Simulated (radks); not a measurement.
Radial electron density D(r) = 4 pi r^2 rho(r) of an atom or ion with 14 electrons. All-electron calculation, non-relativistic Kohn-Sham, XLYP, spin-unpolarised, spherical densities, point nucleus. Program: a radial shooting solver on a logarithmic mesh with Libxc functionals.

| r (bohr) | D(r) (e/bohr) |
|---|---|
| 0.007726 | 2.185 |
| 0.009981 | 3.361 |
| 0.01289 | 5.051 |
| 0.01665 | 7.363 |
| 0.02151 | 10.32 |
| 0.02779 | 13.77 |
| 0.0359 | 17.22 |
| 0.04637 | 19.89 |
| 0.05942 | 20.85 |
| 0.07676 | 19.66 |
| 0.09915 | 16.92 |
| 0.1281 | 14.64 |
| 0.1654 | 14.97 |
| 0.2137 | 17.99 |
| 0.2761 | 20.67 |
| 0.3566 | 19.24 |
| 0.457 | 13.59 |
| 0.5903 | 7.124 |
| 0.7625 | 3.806 |
| 0.985 | 3.279 |
| 1.272 | 2.776 |
| 1.644 | 1.586 |
| 2.123 | 0.8431 |
| 2.743 | 0.5837 |
| 3.514 | 0.2867 |
| 4.54 | 0.06181 |
| 5.864 | 0.004468 |

What is the nuclear charge?

Answer. Z = 18. The innermost maximum, from 1s, lies near 1/Z = 0.0556 bohr (found: 0.0589), and its height grows with Z. The density is that of the argon ion Ar4+ in [Ne] 3s1 3p2 4s1; the configuration itself is not fixed sharply by these data, and Z only to about a unit. D(r) has 2 maxima, at r = 0.0589, 0.292 bohr, and minima at 0.142 bohr, inside which lie 2.17 electrons.
